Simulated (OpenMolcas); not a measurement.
# Kr IV: effect of the active space

```yaml
Program: OpenMolcas
Method: CASSCF or its RAS form
Basis: ANO-R2
Scalar_Hamiltonian: X2C, finite nucleus
Spin-orbit_coupling: RASSI with atomic mean-field integrals over the reference wave functions, term energies averaged over their components
```

A. 3 electrons in 3 orbitals (4p); 2S+1 = 4 odd, 1 root; 2S+1 = 2 odd, 8 roots; cost about 5 core-seconds
B. 5 electrons in 4 orbitals (4s 4p); 2S+1 = 4 odd, 1 root; 2S+1 = 2 odd, 8 roots; 2S+1 = 4 even, 3 roots; 2S+1 = 2 even, 9 roots; cost roughly 15 core-seconds
C. 5 electrons in 8 orbitals (4s 4p 5s 5p); 2S+1 = 4 odd, 1 root; 2S+1 = 2 odd, 8 roots; 2S+1 = 4 even, 3 roots; 2S+1 = 2 even, 9 roots; cost about 25 core-seconds
D. 5 electrons in 9 orbitals (RAS2 4s 4p; RAS3 4d, at most 2 electrons); 2S+1 = 4 odd, 1 root; 2S+1 = 2 odd, 11 roots; 2S+1 = 4 even, 3 roots; 2S+1 = 2 even, 9 roots; cost about 40 core-seconds

Energies in cm⁻¹ above 4s² 4p³ ⁴S°_3/2, the measured ground level; measured values from Saloman, J. Phys. Chem. Ref. Data 36, 215 (2007).

```tsv
Level	A	B	C	D	Measured
4s² 4p³ ⁴S°_3/2	0.0	0.0	0.0	0.0	0.0
4s² 4p³ ²D°_3/2	21985	21572	21303	21393	17038
4s² 4p³ ²D°_5/2	23207	23269	23061	22750	18700
4s² 4p³ ²P°_1/2	38278	33023	32562	35398	31056
4s² 4p³ ²P°_3/2	39947	35122	34721	37147	33406
```

Deviations, from unrounded energies. A percentage is the sum of absolute deviations over the sum of measured energies, with the sign that they share, or ± where signs differ.

| Against measurement | Levels | A | B | C | D |
| --- | --- | --- | --- | --- | --- |
| mean absolute deviation (cm-1) | 4 | 5800 | 3200 | 2900 | 4100 |
| other terms of the ground configuration (%) | 4 | +23.2 | +12.8 | +11.4 | +16.5 |

C lies closest to measurement on these levels and A furthest from it. The largest miss of C in the table is 4s² 4p³ ²D°_5/2, by +4400 cm-1. The ranking rests on the paired levels alone, and a cruder setting can come out closer through cancelling errors.

Among A to D the level of the table that moves most is 4s² 4p³ ²P°_1/2, by 5700 cm-1 (lowest in C, highest in A).

With the s shell closed, the reference lacks s² → p² mixing (holds for A). Active for correlation alone: 5p 5s; no level in the range computed is led by a configuration that fills them, so any true level of that kind is missing (holds for C). The run also gave levels led by 4s² 4p² 4d, which use shells meant for correlation; these and all levels above them are left out (holds for D). Measured partners are found by configuration, term and J. A level has none where our copy of the source lacks it or the pairing is in doubt (some pairs that miss far off the trend of their configuration count as doubtful), and it then counts in no deviation. Levels of configurations outside the active space are missing. The table leaves out levels that lie high or whose names do not pair safely across all columns.

° marks odd parity.
